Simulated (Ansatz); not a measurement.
`C[SiH2]BS` + `C[Se][AlH2]` → `C[Se][AlH][BH]S` + `C[SiH3]`  (formal exchange of groups at a B–Si bond)

Isolated molecules relaxed with PBE0-D4/def2-TZVP in Ansatz; ΔE leaves out vibrations. CCSD(T)/CBS adds triple-zeta CCSD(T) − MP2 to the extrapolated MP2 energy (def2 sets, frozen cores). This one scheme is used for every species. Functionals use def2-TZVPP. B3LYP here is the variant with VWN-RPA as its local correlation; programs differ in this. For Se outer-core shells are correlated without core-valence functions, which leaves a few kJ/mol of doubt a bond. Scalar relativity is left out up to krypton. One conformer a species, not always the lowest.

`C[SiH2]BS`:

```xyz
11

C    -1.047    1.436    0.093
Si   -0.350   -0.177   -0.571
B     0.709   -1.176    0.809
S     2.371   -1.714    0.568
H    -0.245    2.104    0.415
H    -1.632    1.951   -0.672
H    -1.697    1.249    0.951
H     0.508    0.098   -1.764
H    -1.473   -1.047   -1.033
H     0.273   -1.468    1.884
H     2.584   -1.256   -0.680
```

`C[Se][AlH2]`:

Cartesian coordinates in Å:
```
C 0.187 -0.982 -1.045
Se -1.175 0.379 -0.659
Al -0.290 1.248 1.277
H 0.614 -0.768 -2.022
H -0.299 -1.955 -1.056
H 0.968 -0.966 -0.287
H 1.069 0.621 1.801
H -1.073 2.422 1.990
```

`C[Se][AlH][BH]S`:

Cartesian coordinates in Å:
```
C -0.439 0.368 -1.890
Se -0.333 -1.541 -1.450
Al -0.185 -1.500 0.855
B -0.039 0.352 1.865
S 1.291 1.495 1.654
H 0.292 0.571 -2.670
H -1.440 0.581 -2.259
H -0.228 0.984 -1.019
H -0.135 -2.940 1.520
H -0.833 0.765 2.661
H 2.047 0.865 0.734
```

`C[SiH3]`:

Z-matrix (Å, degrees):
```
C
Si 1 1.871
H 1 1.092 2 110.8
H 1 1.092 2 110.8 3 -120.0
H 1 1.092 2 110.8 3 120.0
H 2 1.488 1 110.7 3 -179.9
H 2 1.488 1 110.7 3 -59.9
H 2 1.488 1 110.7 3 60.1
```

```csv
level,ΔE (kJ/mol)
PBE0-D4,2.8
B3LYP-D4,2.4
B2PLYP,3.5
HF/def2-TZVPP,5.0
CCSD/def2-TZVPP,2.5
CCSD(T)/def2-TZVPP,1.7
MP2/def2-QZVPP,2.5
MP2/CBS(def2),2.7
```

Problem. What does CCSD(T)/CBS give? (An estimate is asked.)

Solution. Computed: +2.3 kJ/mol. The listed levels differ from it by 0.5, 0.1, 1.2, 2.7, 0.2, -0.6, 0.2, 0.4 kJ/mol.

Largest T1 diagnostic among the species: 0.014.
